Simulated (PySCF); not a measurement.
## K₂⁻: energy against distance

Set-up: PySCF, no relativity, basis sets K def2-SVPD. Energies in eV from K + K⁻ in their ground configurations at the same level. State: ²Σu⁺ (doublet), unpaired electrons σ ↑.

| R (Å) | r²SCAN | PBE0 | LDA |
| --- | --- | --- | --- |
| 3.891 | -0.5271 | -0.5311 | -0.6406 |
| 4.072 | -0.5707 | -0.5692 | -0.6630 |
| 4.253 | -0.5973 | -0.5911 | -0.6714 |
| 4.388 | -0.6081 | -0.5991 | -0.6706 |
| 4.524 | -0.6127 | -0.6014 | -0.6654 |
| 4.660 | -0.6126 | -0.5992 | -0.6569 |
| 4.841 | -0.6067 | -0.5907 | -0.6418 |
| 5.067 | -0.5930 | -0.5739 | -0.6193 |
| 5.338 | -0.5708 | -0.5483 | -0.5901 |
| 5.700 | -0.5366 | -0.5099 | -0.5517 |

Put a parabola through the three lowest points of the r²SCAN curve and estimate Re, k and ωe (reduced mass 19.48 u; 1 eV/Å² = 0.16022 mdyn/Å; ωe = 1302.8·√(k/μ) cm⁻¹).

Through R = 4.388, 4.524, 4.66 Å the second-order coefficient is 0.127 eV/Å², so Re ≈ 4.589 Å, k ≈ 0.0407 mdyn/Å and ωe ≈ 60 cm⁻¹. A polynomial fit of higher order to the unrounded r²SCAN energies gives Re = 4.585 Å, k = 0.0372 mdyn/Å, ωe = 57.0 cm⁻¹; anharmonicity and rounding make the difference.

The higher-order fit for each curve: r²SCAN: Re = 4.585 Å, ωe = 57.0 cm⁻¹, De = 0.61 eV; PBE0: Re = 4.519 Å, ωe = 58.9 cm⁻¹, De = 0.60 eV; LDA: Re = 4.300 Å, ωe = 63.4 cm⁻¹, De = 0.67 eV.

⟨S²⟩ of the unrestricted solution departs from its pure value on part of the curve, where spin states mix. The highest Kohn–Sham level is positive in this anion. Much of that is self-interaction error, but it also means that the finite basis helps to hold the extra electron. The state was picked by a PBE0 search and need not be the measured ground state.
